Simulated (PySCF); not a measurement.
Orbital energies and ionisation energy

C4H11NSi.
Atom-mapped SMILES: `[CH3:1][Si@H:2]1[CH2:3][CH2:4][CH2:5][NH:6]1` (hydrogens: H7, H8, H9 on C1; H10 on Si2; H11, H12 on C3; H13, H14 on C4; H15, H16 on C5; H17 on N6)

Cartesian coordinates in Å at the PBE0-D3(BJ)/def2-SVP level; atoms count from 1:
```
atom  x, y, z in Å
C1     2.333   -0.657    0.025
Si2    0.918    0.574    0.069
C3    -0.387    0.363   -1.285
C4    -1.513   -0.385   -0.553
C5    -1.594    0.137    0.883
N6    -0.226    0.281    1.348
H7     2.930   -0.609    0.950
H8     1.952   -1.685   -0.080
H9     3.010   -0.445   -0.818
H10    1.520    1.951    0.083
H11   -0.044   -0.171   -2.184
H12   -0.729    1.360   -1.611
H13   -2.485   -0.285   -1.063
H14   -1.275   -1.461   -0.520
H15   -2.161   -0.569    1.515
H16   -2.155    1.096    0.900
H17   -0.107    0.530    2.321
```

Level: wB97X-D/def2-SVPD (PySCF). Frontier orbitals with their largest atomic shares (Löwdin; up to four atoms above 4 %):

```json
{"orbital": "HOMO−3", "ε (eV)": "-11.27", "main atoms": "C5 23 %, C4 17 %, N6 12 %, C3 11 %"}
{"orbital": "HOMO−2", "ε (eV)": "-10.59", "main atoms": "C1 22 %, Si2 20 %, H10 15 %, C3 8 %"}
{"orbital": "HOMO−1", "ε (eV)": "-10.01", "main atoms": "C3 35 %, Si2 21 %, C4 11 %, C1 6 %"}
{"orbital": "HOMO", "ε (eV)": "-8.30", "main atoms": "?"}
{"orbital": "LUMO", "ε (eV)": "2.30", "main atoms": "Si2 25 %, C1 9 %, C5 9 %, H17 8 %"}
{"orbital": "LUMO+1", "ε (eV)": "2.79", "main atoms": "C1 19 %, Si2 11 %, C5 10 %, H9 8 %"}
{"orbital": "LUMO+2", "ε (eV)": "2.81", "main atoms": "Si2 22 %, C3 13 %, H10 12 %, H17 10 %"}
```

Q: What vertical ionisation energy does ΔSCF give, and how far is −ε(HOMO) from it?

A: ΔSCF: 8.47 eV (818 kJ/mol; threshold wavelength 146 nm); ⟨S²⟩ of the doublet left behind is 0.756, against 0.75 for a pure doublet. −ε(HOMO) is 8.30 eV, 0.17 eV below it. For the exact functional −ε(HOMO) would equal the first vertical ionisation energy; wB97X-D (range-separated hybrid) comes within 0.17 eV of that here. Holes in the HOMO−1 and HOMO−2 were tried too where these lie within 1.2 eV of the HOMO; the lowest converged state counts.

Q: On which atoms does the HOMO lie?

A: N6 (silicon-bound nitrogen) 55 %, C5 (sp3 carbon bound to nitrogen) 12 %, Si2 (SiH silicon) 8 %, H16 (methylene hydrogen) 6 %. The HOMO−1 lies 1.71 eV lower.

Q: What total energies stand behind the ΔSCF value?

A: E(N) = -503.02530 Eh and E(N − 1) = -502.71393 Eh at the same geometry, 0.31137 Eh apart.

Q: What kinetic energy would electrons from this vertical process carry with Lyman-α light (10.199 eV)?

A: 10.20 − 8.47 = 1.73 eV.

Q: With α = 79.8 au, estimate the like-pair dispersion coefficient by London's formula C6 = (3/4)α²I.

A: I = 0.3114 Eh, so C6 ≈ 1490 au, a rough estimate.

Geometry: PBE0-D3(BJ)/def2-SVP, one conformer, isolated molecule.

Note: wB97X-D ran without an empirical dispersion term, which enters the total energy and its gradient alone.
